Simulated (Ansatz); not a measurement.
Born–Oppenheimer molecular dynamics of B₂Cl₂H₄ (8 atoms, charge 0, multiplicity 1). It starts from a relaxed structure.

Computed with RKS PBE0-D4/STO-3G in Ansatz 0.2.0.

| Quantity | Value |
| --- | --- |
| ensemble | NVT, Langevin thermostat |
| time step | 0.5 fs |
| steps asked | 100 |
| set temperature | 300 K |
| friction | 0.05 /fs |
| temperature schedule | 25 steps to 300 K, then 75 steps to 900 K |
| seed | 867866 |

First frame:

```xyz
8
Properties=species:S:1:pos:R:3
B -0.367 1.212 -0.464
Cl -1.169 -0.030 0.845
B 0.366 -1.212 0.464
Cl 1.162 0.025 -0.854
H -1.054 1.278 -1.407
H 0.017 2.165 0.094
H 1.055 -1.265 1.407
H -0.010 -2.172 -0.086
```

Q: How far do the bonds stretch over the last three quarters of this one trajectory? (Pairs bonded in most of those frames.)

A: 
```json
{"bond": "B1–Cl2", "mean (Å)": "2.010", "spread (Å)": "0.008", "shortest": "2.00", "longest": "2.02"}
{"bond": "B1–Cl4", "mean (Å)": "1.961", "spread (Å)": "0.029", "shortest": "1.93", "longest": "2.02"}
{"bond": "B1–H5", "mean (Å)": "1.174", "spread (Å)": "0.034", "shortest": "1.11", "longest": "1.23"}
{"bond": "B1–H6", "mean (Å)": "1.173", "spread (Å)": "0.028", "shortest": "1.11", "longest": "1.21"}
{"bond": "Cl2–B3", "mean (Å)": "1.954", "spread (Å)": "0.020", "shortest": "1.92", "longest": "1.98"}
{"bond": "B3–Cl4", "mean (Å)": "1.987", "spread (Å)": "0.015", "shortest": "1.97", "longest": "2.01"}
{"bond": "B3–H7", "mean (Å)": "1.173", "spread (Å)": "0.029", "shortest": "1.13", "longest": "1.24"}
{"bond": "B3–H8", "mean (Å)": "1.174", "spread (Å)": "0.033", "shortest": "1.12", "longest": "1.25"}
```

Mean temperature of the second half: 324 K. The schedule's set-point averaged 700 K over the second half and the system 324 K, so it lags behind the ramp. A run of 0.05 ps of so small a system gives no equilibrium averages. Limits of this set-up: minimal basis.

Time of the run: 57 s on 1 CPU thread of a shared host.
